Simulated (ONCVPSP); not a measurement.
An all-electron radial function and its pseudo partner (P)

Columns: radius, all-electron u(r) and pseudo u(r) of the 2p shell (level -124.49 eV) of phosphorus in the configuration [He] 2s2 2p6 3s2 3p3; PBE, scalar-relativistic, ONCV scheme, ONCVPSP 4.0.1.

```
r (bohr)  all-electron  pseudo
   0.042        0.1403  0.0396
   0.085        0.4215  0.1570
   0.128        0.7136  0.3389
   0.170        0.9576  0.5587
   0.212        1.1441  0.7956
   0.255        1.2745  1.0293
   0.298        1.3502  1.2302
   0.340        1.3803  1.3785
   0.382        1.3756  1.4704
   0.425        1.3439  1.5053
   0.467        1.2941  1.4861
   0.510        1.2299  1.4208
   0.552        1.1589  1.3233
   0.595        1.0815  1.2040
   0.638        1.0024  1.0795
   0.680        0.9255  0.9653
   0.722        0.8504  0.8659
   0.765        0.7766  0.7801
   0.807        0.7081  0.7083
   0.850        0.6422  0.6421
   0.892        0.5821  0.5820
   0.935        0.5252  0.5251
   0.977        0.4739  0.4738
   1.020        0.4257  0.4257
   1.062        0.3829  0.3828
   1.105        0.3430  0.3429
```

Q: How many radial nodes do the two functions have?

A: The all-electron 2p function has n − l − 1 = 0; the pseudo-wave has 0.

Q: At about which radius was the pseudo-wave matched?

A: 0.85 bohr, where the columns begin to agree (steps of 0.04 bohr).

Q: Where does each function peak?

A: Outermost all-electron maximum near 0.34 bohr, pseudo maximum near 0.42 bohr (to the table’s step).

Q: Is the pseudo-wave norm-conserving?

A: Yes: the ONCV scheme keeps the norm inside the radius equal to the all-electron one, which fixes the energy derivative of the logarithmic derivative at the level.
